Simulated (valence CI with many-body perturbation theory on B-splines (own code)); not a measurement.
**I⁴⁰⁺ in brief**

Calculated by configuration interaction combined with many-body perturbation theory (CI+MBPT): three valence electrons over a frozen Dirac-Fock core [Ne], a basis of 11 s, 11 p, 10 d, 8 f, 5 g, 2 h functions for each j, with the one-electron correlation potential Σ1, the two-electron term Σ2, the three-electron term Σ3, Breit, model QED; selected CI, second order for the rest, scaled by the run's own slope (own B-spline code, finite nucleus).

The last digits are not significant, and no measured levels were compared; by estimate large intervals hold to a few tenths of a per cent, small ones and those within an open d or f shell to about a per cent.

Levels are named by their leading jj configuration (3d3/2^4 stands for four electrons in 3d with j = 3/2), which in mixed levels can hold well under half, so a name can repeat and another be missing.

Rates and lifetimes use the calculated energies. Strong lines usually hold to 10 to 20 %, long lifetimes can be off by a factor of two.

(1) What is the ground level?

(2) Name the longest-lived excited levels whose lifetime is computed, and their main decay.

(3) Among levels below 1433.0 eV, which E1 lines absorb most strongly from the ground level?

(4) What is the ionisation energy?

(5) How well does LS coupling describe the low levels?

(6) Where does the other parity begin?

Answers

(1) (3s^2 3p1/2) J=1/2, composition 99 % 3s2 3p 2P°, g = 0.657.

(2) (3s 3p3/2 3d5/2) J=9/2 at 386.9 eV lives 618 ns, mostly by M1 to (3s 3p1/2 3d5/2) J=7/2; (3s^2 3p3/2) J=3/2 at 75.7 eV lives 490 ns, mostly by M1 to (3s^2 3p1/2) J=1/2; (3s 3p1/2 3p3/2) J=3/2 at 157.3 eV lives 873 ps, mostly by E1 to (3s^2 3p3/2) J=3/2.

(3) to (3s^2 4d3/2) J=3/2 at 0.8665 nm, f = 0.547; to (3s^2 3d3/2) J=3/2 at 5.462 nm, f = 0.353; to (3s 3p1/2 3p3/2) J=1/2 at 6.478 nm, f = 0.185.

(4) 2927.7 eV; NIST lists 2926 ± 4 eV (theoretical).

(5) Among the lowest 20 levels the leading LS term, summed over configurations, holds 68 % on average. For single configurations the figures are 63 % in LS and 86 % in jj coupling. Terms mix most in the J = 5/2 level at 336.1 eV, where the leading one holds 33 %.

(6) At (3s 3p1/2^2) J=1/2, 98.4 eV.
